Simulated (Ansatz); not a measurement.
Calculated with Ansatz (gas phase, PBE0-D4/def2-TZVP geometries, no zero-point term in ΔE). CBS: MP2 limit from def2 TZ/QZ plus the TZ coupled-cluster correction, frozen cores. For Ge outer-core shells are correlated without core-valence functions, which leaves a few kJ/mol of doubt a bond. Scalar relativity is left out up to krypton. Each species was taken in one conformer, which may not be the lowest.

Reaction (redistribution): `[F][Ge][N]([SiH3])[SiH3]` + `C[O][GeH3]` → `C[O][Ge][F]` + `[SiH3][N]([SiH3])[GeH3]`

```csv
species,SCS-MP2/def2-QZVPP energy (Eh)
`[F][Ge][N]([SiH3])[SiH3]`,-2812.10372
`C[O][GeH3]`,-2192.61993
`C[O][Ge][F]`,-2290.63977
`[SiH3][N]([SiH3])[GeH3]`,-2714.08714
```

Work out ΔE.

ΔE = (-2290.63977) + (-2714.08714) − (-2812.10372) − (-2192.61993) = -0.00326 Eh = -8.6 kJ/mol. CCSD(T)/CBS gives -8.8 kJ/mol.

Largest T1 diagnostic among the species: 0.015.

Leaving LDA and LC-ωPBE aside and taking each functional with its dispersion term where it has one, the values, not all of them listed here, spread over 3.3 kJ/mol, from CAM-B3LYP-D4 to B97M-V.
